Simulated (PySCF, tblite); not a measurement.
Isomers of C5H6FO (doublet state). All values are computed: GFN2-xTB (tblite) harmonic vibrations without scaling, gas phase. The method is semi-empirical: single wavenumbers can be off by several per cent or more. One conformer each. Open shells enter through the occupations alone, without spin polarisation, and single modes of such species can be off by tens of per cent.

Electronic energies: B3LYP/pcH-1 single points on the GFN2-xTB geometries (PySCF, gas phase).

| SMILES | electronic energy, lowest = 0 (kcal/mol) |
| --- | --- |
| C=[C]C1(F)COC1 | 46.6 |
| [H]/[C]=C\C1(F)COC1 | 49.8 |
| C=C[C@]1(F)[CH]OC1 | 31.9 |
| O[C@@H]1[C]2CC[C@@]21F | 51.7 |
| C=CC(=O)[CH]CF | 0.0 |
| F[CH]O[C@]12C[C@H]1C2 | 59.5 |
| F[C@@H]1[CH]COC=C1 | 10.2 |
| [H]/[C]=C\C(=O)CCF | 21.8 |

Task: How do GFN2-xTB zero-point energies change the relative energies?

Result: 
```json
{"SMILES": "C=CC(=O)[CH]CF", "ZPE (kcal/mol)": "58.6", "of it from modes above 1550 cm⁻¹": "30.5", "electronic (kcal/mol)": "0.0", "with ZPE, lowest = 0 (kcal/mol)": "0.0", "lowest mode (cm⁻¹)": "54", "rings": "0"}
{"SMILES": "F[C@@H]1[CH]COC=C1", "ZPE (kcal/mol)": "60.1", "of it from modes above 1550 cm⁻¹": "27.9", "electronic (kcal/mol)": "10.2", "with ZPE, lowest = 0 (kcal/mol)": "11.8", "lowest mode (cm⁻¹)": "49", "rings": "1"}
{"SMILES": "[H]/[C]=C\\C(=O)CCF", "ZPE (kcal/mol)": "58.9", "of it from modes above 1550 cm⁻¹": "30.8", "electronic (kcal/mol)": "21.8", "with ZPE, lowest = 0 (kcal/mol)": "22.1", "lowest mode (cm⁻¹)": "41", "rings": "0"}
{"SMILES": "C=C[C@]1(F)[CH]OC1", "ZPE (kcal/mol)": "59.8", "of it from modes above 1550 cm⁻¹": "28.8", "electronic (kcal/mol)": "31.9", "with ZPE, lowest = 0 (kcal/mol)": "33.0", "lowest mode (cm⁻¹)": "59", "rings": "1"}
{"SMILES": "C=[C]C1(F)COC1", "ZPE (kcal/mol)": "58.9", "of it from modes above 1550 cm⁻¹": "28.0", "electronic (kcal/mol)": "46.6", "with ZPE, lowest = 0 (kcal/mol)": "46.9", "lowest mode (cm⁻¹)": "14i", "rings": "1"}
{"SMILES": "[H]/[C]=C\\C1(F)COC1", "ZPE (kcal/mol)": "59.5", "of it from modes above 1550 cm⁻¹": "28.3", "electronic (kcal/mol)": "49.8", "with ZPE, lowest = 0 (kcal/mol)": "50.6", "lowest mode (cm⁻¹)": "69", "rings": "1"}
{"SMILES": "O[C@@H]1[C]2CC[C@@]21F", "ZPE (kcal/mol)": "61.0", "of it from modes above 1550 cm⁻¹": "26.6", "electronic (kcal/mol)": "51.7", "with ZPE, lowest = 0 (kcal/mol)": "54.2", "lowest mode (cm⁻¹)": "193", "rings": "2"}
{"SMILES": "F[CH]O[C@]12C[C@H]1C2", "ZPE (kcal/mol)": "60.1", "of it from modes above 1550 cm⁻¹": "26.3", "electronic (kcal/mol)": "59.5", "with ZPE, lowest = 0 (kcal/mol)": "61.0", "lowest mode (cm⁻¹)": "33", "rings": "2"}
```

The zero-point energies span 2.4 kcal/mol, from `C=CC(=O)[CH]CF` to `O[C@@H]1[C]2CC[C@@]21F`. Slightly imaginary modes are left out of the zero-point energy: `C=[C]C1(F)COC1` 14.3i cm⁻¹. The order is unchanged.

Task: And how do the electronic energies of GFN2-xTB itself compare?

Result: `C=CC(=O)[CH]CF` 9.2; `F[C@@H]1[CH]COC=C1` 0.0; `[H]/[C]=C\C(=O)CCF` 27.9; `C=C[C@]1(F)[CH]OC1` 24.2; `C=[C]C1(F)COC1` 35.5; `[H]/[C]=C\C1(F)COC1` 39.0; `O[C@@H]1[C]2CC[C@@]21F` 30.7; `F[CH]O[C@]12C[C@H]1C2` 35.3 kcal/mol, lowest = 0. Against the energies above, taken from the same isomer `C=CC(=O)[CH]CF`, the largest difference is 33.4 kcal/mol.

Task: What do entropy and thermal enthalpy add at 298.15 K and 1 bar (rigid rotor, harmonic oscillator, one conformer each)?

Result: 
| SMILES | point group | symmetry number | S (cal/(mol K)) | H − H(0) (kcal/mol) | ZPE + H − H(0) − TS (kcal/mol) |
| --- | --- | --- | --- | --- | --- |
| C=CC(=O)[CH]CF | Cs | 1 | 89.7 | 5.57 | 37.4 |
| F[C@@H]1[CH]COC=C1 | C1 | 1 | 82.8 | 4.75 | 40.2 |
| [H]/[C]=C\C(=O)CCF | Cs | 1 | 90.9 | 5.63 | 37.5 |
| C=C[C@]1(F)[CH]OC1 | C1 | 1 | 84.0 | 5.01 | 39.8 |
| [H]/[C]=C\C1(F)COC1 | Cs | 1 | 84.1 | 5.00 | 39.4 |
| O[C@@H]1[C]2CC[C@@]21F | C1 | 1 | 80.3 | 4.66 | 41.7 |
| F[CH]O[C@]12C[C@H]1C2 | C1 | 1 | 84.5 | 4.91 | 39.8 |

S holds R ln(2S + 1) for the spin.

Not tabulated: `C=[C]C1(F)COC1` (lowest mode only 14i cm⁻¹).
